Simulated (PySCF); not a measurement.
Zr(Me)2(H)2 (C2H8Zr), SMILES [ZrH2]([CH3])[CH3], multiplicity 1.

Geometry optimised at B3LYP-D3(BJ)/def2-SVP. The spin state was assumed, not searched. The def2 effective core potentials stand for the cores of Zr; spin–orbit coupling is left out.

Method: B3LYP/def2-TZVPD (PySCF).

The molecule is in vacuum.

Computed frontier levels, gap, dipole moment and polarisability:
```json
{
 "highest_occupied_level": "-7.61 eV",
 "lowest_empty_level": "-1.89 eV",
 "orbital_gap": "5.72 eV",
 "dipole_moment": "1.20 D",
 "quadrupole, principal values (traceless, Buckingham form, about the centre of nuclear charge)": "-2.48, -0.41, 2.90 D·Å",
 "mean_static_polarisability": "80.5 bohr³ (11.93 Å³)",
 "polarisability_principal_values": "71.6, 78.7, 91.2 bohr³"
}
```
